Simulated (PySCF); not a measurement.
WH4, SMILES [WH4] (connectivity only; charge and spin as stated), neutral, multiplicity 3. Atoms are numbered in the order given.

```xyz
5

W      0.0000     0.0000     0.0000
H      0.9842     0.9842     0.9842
H     -0.9842     0.9842    -0.9842
H     -0.9842    -0.9842     0.9842
H      0.9842    -0.9842    -0.9842
```
Charge 0, spin multiplicity 3.

Coordinates come from a PBE0-D3(BJ)/def2-TZVPD optimisation. The spin state was assumed, not searched. The def2 effective core potentials stand for the cores of W; spin–orbit coupling is left out.

Level of theory: PBE/def2-TZVPD in PySCF.

Gas-phase values at a fixed geometry.

Estimate the frontier levels, dipole moment and polarisability. (Estimate from the structure and the level; the computed values follow.)


```
Property                                                                                                         Value
---------------------------------------------------------------------------------------------  -----------------------
α spin, highest occupied and lowest empty level                                                     -5.23 and -2.90 eV
β spin, highest occupied and lowest empty level                                                     -7.76 and -3.18 eV
dipole moment                                                                                                   0.00 D
quadrupole, principal values (traceless, Buckingham form, about the centre of nuclear charge)     0.00, 0.00, 0.00 D·Å
mean static polarisability                                                                        52.4 bohr³ (7.77 Å³)
polarisability, principal values                                                                52.4, 52.4, 52.4 bohr³
⟨S²⟩                                                                                           2.017 (pure state 2.00)
```
